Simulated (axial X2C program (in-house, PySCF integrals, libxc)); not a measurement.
# Spin–orbit effects down a group: homonuclear dimers, CCSD(T)

Calculated with an in-house relativistic program for diatomic molecules, spin-free (one-electron X2C) or two-component (2c: spin–orbit coupling with atomic mean-field Coulomb and Gaunt terms, which also bring small scalar terms), in Dyall basis sets with cores contracted in-house; open shells are unrestricted.

Basis sets: Be dyall-cv3z, Ca dyall-cv3z, Sr dyall-cv3z. Frozen shells (counts by l): Be₂ Be 1s, 4 electrons correlated; Ca₂ Ca 3s2p, 4 electrons correlated; Sr₂ Sr 4s3p1d, 4 electrons correlated. Coupled cluster in natural virtuals with an MP2 remainder. Where the outer core of a metal is frozen, bonds come out longer and ionisation energies lower.

| molecule | spin-free state | Re (Å) | ωe (cm⁻¹) | De (eV) | 2c state | Re 2c (Å) | ωe 2c (cm⁻¹) | De 2c (eV) |
| --- | --- | --- | --- | --- | --- | --- | --- | --- |
| Be₂ | M_S = 0, Λ = 0 | 2.503 | 225.9 | 0.07 | Ω = 0 | 2.503 | 225.9 | 0.07 |
| Ca₂ | M_S = 0, Λ = 0 | 4.430 | 59.4 | 0.11 | Ω = 0 | 4.430 | 59.4 | 0.11 |
| Sr₂ | M_S = 0, Λ = 0 | 4.836 | 37.8 | 0.11 | Ω = 0 | 4.836 | 37.8 | 0.11 |

Problem. Work out the shifts from the spin-free to the two-component result.

Solution. 

```tsv
molecule	2c state	ΔRe (Å)	Δωe (cm⁻¹)	ΔDe (eV)
Be₂	Ω = 0	0.000	0.0	0.00
Ca₂	Ω = 0	0.000	noise	0.00
Sr₂	Ω = 0	0.000	0.0	0.00
```

Shifts of one unit in the last digit are rounding. Where the truncated virtual spaces of the two runs make Δωe unreliable it is marked noise.

Each entry is the lowest single determinant of a limited PBE0 search at one distance. De goes to single-determinant-based atoms at the same level (for ions the charge split of lowest energy) and is withheld (n/a) where an atom does not fit its ground term or J level. Main or longest-lived isotopes. One determinant is a doubtful description, or other states lie close, for Be₂; these need not be ground states, and all values refer to the states named.
